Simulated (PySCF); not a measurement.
## How methods differ on the excitation energy of V

V [Ar] 3d3 4s2 (4F) → V [Ar] 3d3 4s1 4p1 (high-spin determinant), as a difference of total energies. Calculation: PySCF 2.14, in x2c-TZVPPall (6s5p4d2f1g, 64 functions); scalar relativity by spin-free X2C-1e. Correlated levels: valence and next inner shell: [Ne] frozen. The calculations carry no spin-orbit coupling.

```json
{"method": "UHF", "excitation energy (eV)": "1.116"}
{"method": "MP2 (valence and next inner shell)", "excitation energy (eV)": "1.987"}
{"method": "SCS-MP2 (valence and next inner shell)", "excitation energy (eV)": "2.168"}
{"method": "CCSD (valence and next inner shell)", "excitation energy (eV)": "2.075"}
{"method": "CCSD(T) (valence and next inner shell)", "excitation energy (eV)": "2.169"}
```

How much does correlation contribute at CCSD(T) (valence and next inner shell)?

2.169 − (1.116) = 1.053 eV, measured against UHF.

A first-order spin-orbit estimate (lowest level to lowest level, LS coupling) adds -0.011 eV.

The basis was made for the ground configuration and has no added diffuse functions, so the excitation energy can come out too high.

The determinant of the upper state mixes LS terms, which raises its energy above the lowest term, most at the Hartree-Fock and MP2 levels.
